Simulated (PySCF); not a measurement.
C₂H₁₁FNSi₃ (doublet state).
Cartesian coordinates in Å at the GFN2-xTB level; atoms count from 1:
```xyz
18
C2H11FNSi3 angstrom
C      3.355    0.377   -0.123
Si     2.025   -0.979   -0.003
Si    -0.063   -0.019    0.263
C     -1.169   -0.386   -1.277
F     -0.938   -1.724   -1.642
Si    -3.060   -0.183   -1.069
N     -3.296    1.388   -0.404
H      3.345    1.017    0.755
H      3.204    1.011   -0.992
H      4.349   -0.054   -0.200
H      2.139   -1.820   -1.200
H      2.369   -1.830    1.148
H     -0.812   -0.525    1.428
H     -0.106    1.448    0.389
H     -0.800    0.198   -2.127
H     -3.581   -1.324   -0.304
H     -4.234    1.740   -0.308
H     -2.735    1.672    0.388
```

The hyperfine couplings belong to this conformer and change with its torsions.

The species is `C[SiH2][SiH2][C@@H](F)[SiH]N` [radical].

The calculation used UKS B3LYP, pcH-1 on C F H N Si, non-relativistic, mean-field spin-orbit, GIAO in PySCF 2.14.0. Isolated species at its GFN2-xTB geometry (one conformer only). The geometry wasn't refined by DFT: couplings that depend on bond lengths, twists or pyramidal angles can differ widely from those at the functional's own minimum, by a factor of two or more for some ions and for spin on atoms past the first row. No stability test was run, so a lower SCF solution isn't excluded.

Principal values of hyperfine tensors in MHz (contact, dipolar and spin–orbit terms together), for some of the nuclei:

```tsv
atom	isotope	A1	A2	A3
Si6	29Si	-721.31	-487.14	-481.91
H16	1H	137.73	147.09	153.55
H18	1H	55.72	57.72	66.38
Si3	29Si	-41.69	-29.77	-29.26
N7	14N	25.64	26.18	32.80
H15	1H	8.08	9.68	18.87
C4	13C	2.31	3.09	14.24
F5	19F	-0.17	2.36	9.43
```

Problem. Give the isotropic coupling of each nucleus in MHz and in mT (g = 2.0027), and the anisotropic part.

Solution. a_iso is a third of the trace, T = A − a_iso, and a(mT) = a(MHz)/(g × 13.996). The tensors hold a spin–orbit part: the run splits a_iso into a_FC + a_SO, and T includes its anisotropic share.

```csv
atom,a_iso (MHz),a_FC,a_SO,a_iso (mT),T1,T2,T3
Si6,-563.45,-564.44,0.99,-20.102,-157.86,76.31,81.54
H16,146.12,146.11,0.01,5.213,-8.39,0.96,7.42
H18,59.94,59.93,0.01,2.138,-4.22,-2.22,6.44
Si3,-33.57,-33.63,0.05,-1.198,-8.12,3.80,4.32
N7,28.21,28.19,0.02,1.006,-2.56,-2.03,4.59
H15,12.21,12.21,0.00,0.436,-4.13,-2.53,6.66
C4,6.54,6.51,0.03,0.233,-4.24,-3.46,7.69
F5,3.87,3.89,-0.01,0.138,-4.04,-1.51,5.56
```

Problem. What spin density at the nucleus of H15 lies behind its contact coupling (g_N = 5.58569)?

Solution. a_FC = (2μ0/3) gₑ μB g_N μN ρ(0)/(2S·h) = 800.24 MHz × g_N × ρ(0)/(2S), with ρ in bohr⁻³. With a_FC = 12.21 MHz and 2S = 1, ρ(0) = 0.002732 bohr⁻³. In magnitude that is 0.9 % of the 1/π = 0.318 of a free hydrogen atom.

Problem. Si2 (29Si, g_N = -1.11058) isn't in the table. Its spin density at the nucleus is 0.00861 bohr⁻³. What is its contact coupling?

Solution. By the same relation, a_FC = -7.65 MHz. Its full tensor has the principal values -9.76, -6.66, -6.50 MHz.

Problem. Name the largest traceless tensor T of the table and describe it.

Solution. Si6: -157.9, 76.3, 81.5 MHz (the dipolar term alone has -156.9, 75.9, 81.0), nearly axial, close to the ratio +1:+1:−2, the form that spin in one p orbital centred on that nucleus gives (the nuclear moment is negative).

Problem. In a single crystal, with the field along each principal axis of the tensor of H16 in turn, what first-order splitting does this nucleus give (isotropic g, quadrupole terms neglected)?

Solution. 2 lines (I = 1/2), spaced by |A_i|/(g × 13.996): 4.91, 5.25, 5.48 mT along the axes of A1, A2 and A3.

Hardware: one thread, Arm Neoverse V2 (aarch64) (shared host). Cost: 2.1 min (with the writing of density and orbital grids), 1.1 GiB resident at most.
